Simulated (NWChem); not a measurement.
## Correlation energy of trichloroethylene (C2HCl3)

SMILES: ClC=C(Cl)Cl
```xyz
6

Cl    -2.1917    -0.6168     0.0000
C     -0.9604     0.5683     0.0000
C      0.3477     0.2788     0.0000
Cl     0.9658    -1.3170     0.0000
Cl     1.5185     1.5404     0.0000
H     -1.2968     1.6060     0.0000
```
Charge 0, spin multiplicity 1.

Everything below was run with NWChem. All single points use one geometry, from PBE0/def2-SVP, a minimum by its harmonic frequencies.

Basis set: cc-pVDZ. Each correlation energy counts from its own Hartree-Fock reference.

The correlated methods keep 17 core orbitals frozen. Coupled-cluster values serve here as a point of comparison, not as the truth.

Order these methods by the correlation energy they give, lowest first: RI-MP2, SCS-MP2, CR-CCSD[T], CCSD.

CR-CCSD[T] (-729.7 mHa), CCSD (-713.1 mHa), RI-MP2 (-672.5 mHa), SCS-MP2 (-648.2 mHa)
